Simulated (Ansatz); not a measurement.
```yaml
crystal:
  periodic: [false, false, false]
  atoms:
    - {symbol: Sb, position_ang: [-0.158056, 0.269447, 0.665986]}
    - {symbol: Sb, position_ang: [-2.796044, -0.376097, -1.552724]}
    - {symbol: Sb, position_ang: [-4.993879, -0.350277, 0.204542]}
    - {symbol: Sb, position_ang: [-3.999134, 2.177602, 0.520462]}
    - {symbol: Sb, position_ang: [-1.553930, -2.057492, 0.330766]}
    - {symbol: Ge, position_ang: [-1.596057, 2.091817, -0.741033]}
basis:
  gaussian: {orbitals: def2-TZVPD, initial_orbitals: start.molden}
total_charge: -1
correlation: {method: mp2}
scf: {omitted_lower_state_checks: [starts]}
output: {orbitals: {seedname: orbitals}}
```

The file start.molden holds the orbitals of an earlier run on this structure, at another level or in another basis.

```sh
$ ansatz run in.yaml --threads 4 --pin off --events-out ev --progress --plain --max-ram 4787MiB
```

Problem. Does this run fit into the memory that it is given?

Solution. No. It has 334 basis functions, and Ansatz plans for 4.84 GiB where 4.67 GiB are given.
